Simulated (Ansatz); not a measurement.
Isolated molecules relaxed with PBE0-D4/def2-TZVP in Ansatz; ΔE leaves out vibrations. CCSD(T)/CBS is the MP2 limit (def2-TZVPP, def2-QZVPP) plus CCSD(T) − MP2 in def2-TZVPP, frozen cores. DFT in def2-TZVPP. def2 core potentials past Kr. For Sn outer-core shells are correlated without core-valence functions, which leaves a few kJ/mol of doubt a bond. One conformer a species, not always the lowest.

`CC[Si](F)(F)Cl` + `CS[S][SnH3]` → `CS[Si](F)(F)Cl` + `CC[S][SnH3]`  (redistribution)

`CC[Si](F)(F)Cl`:

```xyz
11

C     0.472   -0.924   -1.029
C    -0.600   -0.063   -0.358
Si    0.005    0.836    1.128
F     1.215    1.790    0.761
F     0.554   -0.173    2.218
Cl   -1.438    1.968    1.998
H     0.857   -1.685   -0.347
H     0.067   -1.436   -1.904
H     1.319   -0.319   -1.362
H    -1.455   -0.674   -0.049
H    -0.997    0.682   -1.056
```

`CS[S][SnH3]`:

Z-matrix (Å, degrees):
```
C
S 1 1.800
H 1 1.090 2 111.1
H 1 1.093 2 106.1 3 118.5
H 1 1.089 2 110.7 3 -122.9
S 2 2.055 1 102.3 3 63.1
Sn 6 2.417 2 98.1 1 -90.5
H 7 1.707 6 107.5 2 174.2
H 7 1.703 6 108.1 2 -65.1
H 7 1.706 6 107.3 2 54.5
```

`CS[Si](F)(F)Cl`:

```xyz
9

C     1.110    0.025    1.097
S     1.067    0.338   -0.699
Si   -0.962   -0.009   -1.024
F    -1.391   -1.469   -0.593
F    -1.874    0.946   -0.154
Cl   -1.385    0.261   -2.978
H     0.821   -1.000    1.320
H     2.144    0.180    1.401
H     0.471    0.728    1.630
```

`CC[S][SnH3]`:

Cartesian coordinates in Å:
```
C 1.227 1.014 -0.401
C 0.287 0.199 -1.264
S -1.460 0.255 -0.739
Sn -1.352 -0.999 1.300
H 1.283 0.619 0.616
H 0.896 2.052 -0.336
H 2.238 0.997 -0.819
H 0.606 -0.843 -1.327
H 0.268 0.589 -2.284
H -2.944 -1.492 1.645
H -0.316 -2.330 1.022
H -0.733 -0.060 2.587
```

Question: Is it downhill or uphill in electronic energy at CCSD(T)/CBS, and by how much? (Best estimate.)

Answer: Computed: Downhill: ΔE = -5.7 kcal/mol.

Question: What do these levels give: PBE-D4, r2SCAN-D4, r2SCAN, SCS-MP2/def2-TZVPP, MP2/def2-QZVPP, HF/CBS(def2)? (An estimate is asked.)

Answer: The calculation gave: PBE-D4 -4.1, r2SCAN-D4 -5.0, r2SCAN -4.9, SCS-MP2/def2-TZVPP -6.5, MP2/def2-QZVPP -6.4, HF/CBS(def2) -5.9 kcal/mol.

Largest T1 diagnostic among the species: 0.013.

From PBE to PBE0 (25 % exact exchange), in def2-TZVPP and without D4, ΔE moves by −0.9 kcal/mol.
